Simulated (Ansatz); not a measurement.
BCl2F (`FB(Cl)Cl`), relaxed with RKS PBE-D4/def2-SVP in the Gaussian-basis code of Ansatz from a rough embedded geometry. The force threshold is 0.03 eV/Å; the program also tests the step.

Charge 0, multiplicity 1.

Start:

```xyz
4

F    -0.203    1.347    0.777
B     0.004    0.091    0.029
Cl    1.414   -0.095   -1.177
Cl   -1.215   -1.343    0.372
```

```csv
step,energy (eV),largest force (eV/Å),largest move (Å)
1,-28417.2699,3.894,0.000
2,-28417.9887,1.917,0.096
3,-28418.1233,0.435,0.045
4,-28418.1296,0.020,0.013
```

End:

```xyz
4

F    -0.174    1.225    0.696
B    -0.012    0.084    0.048
Cl    1.314   -0.073   -1.089
Cl   -1.127   -1.236    0.345
```

Hardware: 4 threads of an Arm Neoverse V1 on a shared host. Wall time 1.9 s, peak host memory 0.12 GiB.
